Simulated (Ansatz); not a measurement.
La(N(SiH3)2)3 (LaSi6N3H18): single points at one geometry.

```yaml
crystal:
  periodic: [false, false, false]
  atoms:
    - {symbol: La, position_ang: [-0.007897, -0.000008, 0.721904]}
    - {symbol: N, position_ang: [2.275589, -0.006678, 0.043519]}
    - {symbol: Si, position_ang: [3.101663, 0.133330, 1.543594]}
    - {symbol: Si, position_ang: [2.863207, -0.161251, -1.589676]}
    - {symbol: H, position_ang: [3.941820, -1.037907, 1.984428]}
    - {symbol: H, position_ang: [1.901665, 0.171456, 2.534251]}
    - {symbol: H, position_ang: [3.867334, 1.405762, 1.802589]}
    - {symbol: H, position_ang: [3.629201, 1.051446, -2.061175]}
    - {symbol: H, position_ang: [1.656834, -0.323920, -2.485011]}
    - {symbol: H, position_ang: [3.753455, -1.365250, -1.784694]}
    - {symbol: N, position_ang: [-1.129953, 1.969449, -0.011638]}
    - {symbol: Si, position_ang: [-1.656982, 2.658788, 1.470533]}
    - {symbol: Si, position_ang: [-1.265111, 2.518455, -1.660187]}
    - {symbol: H, position_ang: [-1.047454, 3.975168, 1.879698]}
    - {symbol: H, position_ang: [-1.102370, 1.619472, 2.488104]}
    - {symbol: H, position_ang: [-3.140866, 2.708033, 1.729422]}
    - {symbol: H, position_ang: [-2.693648, 2.605053, -2.141605]}
    - {symbol: H, position_ang: [-0.544202, 1.511336, -2.527088]}
    - {symbol: H, position_ang: [-0.626675, 3.868377, -1.886122]}
    - {symbol: N, position_ang: [-1.149176, -1.977431, 0.040814]}
    - {symbol: Si, position_ang: [-1.524327, -2.429859, -1.599244]}
    - {symbol: Si, position_ang: [-1.515807, -2.722883, 1.544857]}
    - {symbol: H, position_ang: [-0.859597, -3.715418, -2.026596]}
    - {symbol: H, position_ang: [-1.014329, -1.325113, -2.494995]}
    - {symbol: H, position_ang: [-3.006550, -2.580873, -1.845292]}
    - {symbol: H, position_ang: [-2.969416, -2.827506, 1.930421]}
    - {symbol: H, position_ang: [-0.903003, -1.693044, 2.537339]}
    - {symbol: H, position_ang: [-0.833419, -4.029003, 1.861842]}
basis:
  gaussian: {orbitals: def2-TZVP, initial_orbitals: start.molden}
hamiltonian: {xc: {name: revPBE}, dispersion: d4}
scf: {omitted_lower_state_checks: [starts]}
output: {orbitals: {seedname: orbitals}}
```

The file start.molden holds the orbitals of an earlier run on this structure, at another level or in another basis.

```sh
$ ansatz run in.yaml --threads 4 --pin off --events-out ev --progress --plain --max-ram 6963MiB
```

Output, abridged:

```
Functional definition: revPBE
3087 factors; their error is unknown
mean field evaluation 1: about -52887.1847 eV, gradient 1.6e1 eV
mean field evaluation 2: about -52887.4119 eV, gradient 2.8e-1 eV
mean field evaluation 4: about -52887.3786 eV, gradient 6.2e-4 eV
mean field -52887.37864110 eV, -1943.5753167078 hartree, gradient 1.1e-5 eV, S^2 0.000000; 0 other end points of the search recorded, 0 dependent functions left out
reference -52887.37875194 eV, -1943.5753207809 hartree; 67, 67 occupied and 396, 396 virtual orbitals, 3087 factors
Total energy: -52889.74880054 eV, -1943.6624184604 hartree
Checks for a lower state left out: starts
```

Hardware: 4 threads of Arm Neoverse V1 on a shared host. Wall time 18 s, peak host memory 1.4 GiB.

As the first input, with `hamiltonian: {xc: {name: BHLYP}, dispersion: d4}` (abridged; 42 s):

```
Functional definition: BHLYP
mean field -52893.46538134 eV, -1943.7990002856 hartree, gradient 9.3e-6 eV, S^2 0.000000
Total energy: -52894.94006570 eV, -1943.8531939364 hartree
Checks for a lower state left out: starts
```

The first input with `hamiltonian: {xc: pbe, dispersion: d4}` (abridged; 18 s):

```
Functional definition: PBE
mean field -52867.62719271 eV, -1942.8494643671 hartree, gradient 1.8e-5 eV, S^2 0.000000
Total energy: -52868.63409195 eV, -1942.8864672320 hartree
Checks for a lower state left out: starts
```

The first input with `gaussian: {orbitals: def2-SVP, initial_orbitals: start.molden}`, `correlation: {method: mp2}` and without the key `hamiltonian` (abridged; 15 s):

```
Functional definition: HF
mean field -52739.47355270 eV, -1938.1399049627 hartree, gradient 9.3e-7 eV, S^2 0.000000
33 core orbitals not correlated: weight in the atoms' cores, before any rotation towards them, 1.000 or more for the frozen orbitals, at most 0.000 for the correlated occupied ones
second order -35.51221110 eV of doubles, -0.00000000 eV of singles
Total energy: -52774.98576381 eV, -1939.4449546498 hartree
Checks for a lower state left out: starts
```

First input, but with `hamiltonian: {xc: pbe0, dispersion: d4}`, `output: {forces: true, orbitals: {seedname: orbitals}}` (abridged; 63 s):

```
Functional definition: PBE0
mean field -52872.48750750 eV, -1943.0280776414 hartree, gradient 9.4e-6 eV, S^2 0.000000
Total energy: -52873.37908076 eV, -1943.0608423543 hartree
Atom 0 force    -0.000637     0.001413    -0.175614 eV/Å
Atom 1 force     0.601960     0.008126     0.074424 eV/Å
Atom 2 force    -0.307590    -0.052886    -0.533930 eV/Å
Atom 3 force    -0.170915     0.043041     0.492566 eV/Å
Atom 4 force    -0.194256     0.262534    -0.109774 eV/Å
Atom 5 force     0.196560    -0.006315    -0.164086 eV/Å
Atom 6 force    -0.178499    -0.289334    -0.070785 eV/Å
Atom 7 force    -0.170518    -0.263104     0.118467 eV/Å
Atom 8 force     0.248309     0.033331     0.194082 eV/Å
Atom 9 force    -0.196819     0.262963     0.056790 eV/Å
Atom 10 force    -0.287258     0.519346     0.040625 eV/Å
Atom 11 force     0.197684    -0.253679    -0.515499 eV/Å
Atom 12 force     0.042521    -0.161600     0.501558 eV/Å
Atom 13 force    -0.134741    -0.297509    -0.104098 eV/Å
Atom 14 force    -0.089445     0.169098    -0.168202 eV/Å
Atom 15 force     0.334507    -0.013644    -0.072209 eV/Å
Atom 16 force     0.314025    -0.023867     0.121642 eV/Å
Atom 17 force    -0.150946     0.213074     0.195021 eV/Å
Atom 18 force    -0.140716    -0.300640     0.063779 eV/Å
Atom 19 force    -0.308947    -0.511676     0.078119 eV/Å
Atom 20 force     0.095191     0.137506     0.497924 eV/Å
Atom 21 force     0.130723     0.276677    -0.542241 eV/Å
Atom 22 force    -0.136395     0.272257     0.105199 eV/Å
Atom 23 force    -0.102396    -0.222581     0.192520 eV/Å
Atom 24 force     0.324648     0.034770     0.067968 eV/Å
Atom 25 force     0.331994     0.026833    -0.098142 eV/Å
Atom 26 force    -0.096894    -0.163217    -0.160955 eV/Å
Atom 27 force    -0.151150     0.299083    -0.085149 eV/Å
Dipole moment:    -0.007383     0.007051     0.669489 e Å
Checks for a lower state left out: starts
```

Geometry: PBE-D4/def2-SVP.

In the def2 sets La takes a core potential; there is no spin–orbit coupling. Correlated methods freeze 33 core orbitals; core or outer-core shells of La are correlated, in sets that lack core-valence functions.
